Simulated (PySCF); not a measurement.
**Working with the constants of CsF⁺**

UHF-CCSD(T) constants of CsF⁺, ²Π (doublet), unpaired electrons π ↑ (Cs def2-SVP with ECP46, F def2-SVP; scalar-relativistic core potentials (PySCF 2.14); masses 132.9054 and 18.9984 u):

```
ωe              : 95.0 cm⁻¹
ωexe            : 2.19 cm⁻¹
Be              : 0.094459 cm⁻¹
αe              : 0.00212 cm⁻¹
D (centrifugal) : 3.74e-07 cm⁻¹
De to Cs⁺ + F   : 0.143 eV
```

**Question.** Give the vibrational terms G(v) and spacings up to v = 5.

**Answer.** G(v) = ωe(v+½) − ωexe(v+½)².

```json
{"v": "0", "G(v) (cm⁻¹)": "47.0", "G(v) − G(v−1)": "", "Bv (cm⁻¹)": "0.09340"}
{"v": "1", "G(v) (cm⁻¹)": "137.6", "G(v) − G(v−1)": "90.6", "Bv (cm⁻¹)": "0.09128"}
{"v": "2", "G(v) (cm⁻¹)": "223.8", "G(v) − G(v−1)": "86.2", "Bv (cm⁻¹)": "0.08916"}
{"v": "3", "G(v) (cm⁻¹)": "305.7", "G(v) − G(v−1)": "81.9", "Bv (cm⁻¹)": "0.08704"}
{"v": "4", "G(v) (cm⁻¹)": "383.2", "G(v) − G(v−1)": "77.5", "Bv (cm⁻¹)": "0.08492"}
{"v": "5", "G(v) (cm⁻¹)": "456.3", "G(v) − G(v−1)": "73.1", "Bv (cm⁻¹)": "0.08280"}
```

**Question.** How well does the Morse estimate ωe²/(4ωexe) reproduce De, and what is D0?

**Answer.** It gives 0.128 eV, 89 % of the computed De. D0 = De − G(0) = 0.143 − 0.006 = 0.137 eV.

Correlated steps freeze 1 core orbital. The bond is weak. Basis-set superposition, not corrected here, can be much of De in a small basis, most of all at correlated wavefunction levels. Spin–orbit coupling is left out, which matters for elements this heavy, above all for dissociation energies. For an ion De counts to the pair picked by the measured ionisation energies or electron affinities, which need not be the lowest pair at this level. The state is the lowest determinant that a PBE0 search found; another state may lie lower at other levels.
